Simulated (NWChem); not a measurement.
C2H6O3Si; SMILES C[Si](O)(O)C=O

```xyz
12

C     -1.8655    -0.9149    -0.4476
Si    -0.1131    -0.4865     0.0179
O      0.1826    -0.4881     1.6494
O      0.8704    -1.5440    -0.8049
C      0.3438     1.3470    -0.4071
O      0.7307     2.0622     0.5094
H     -2.5750    -0.1876    -0.0377
H     -2.1308    -1.9035    -0.0563
H     -1.9876    -0.9419    -1.5363
H      0.5027     0.3956     1.9141
H      1.7652    -1.6485    -0.4509
H      0.2835     1.7819    -1.4336
```
Atoms are numbered in this order, from 1.

All runs: NWChem. Structure relaxed at the B3LYP/6-31G* (spherical d) level. Solvent water, SMD (1 M gas to 1 M solution), gas-phase geometry. Reactions with the solvent are ignored.

### Question
Order these runs by computing time, cheapest first, and give rough ratios: PBE0/STO-3G; PBE0/def2-SVP; PBE0/def2-TZVP.

### Answer
PBE0/STO-3G (1), PBE0/def2-SVP (3), PBE0/def2-TZVP (10). Ratios are rough, from one shared machine; the cheapest took about 7 core-seconds (a rough figure). What differs between the cheapest and the dearest: solvation free energy (kcal/mol) -2.5 → -7.5; dipole in solution (D) 0.74 → 1.96.
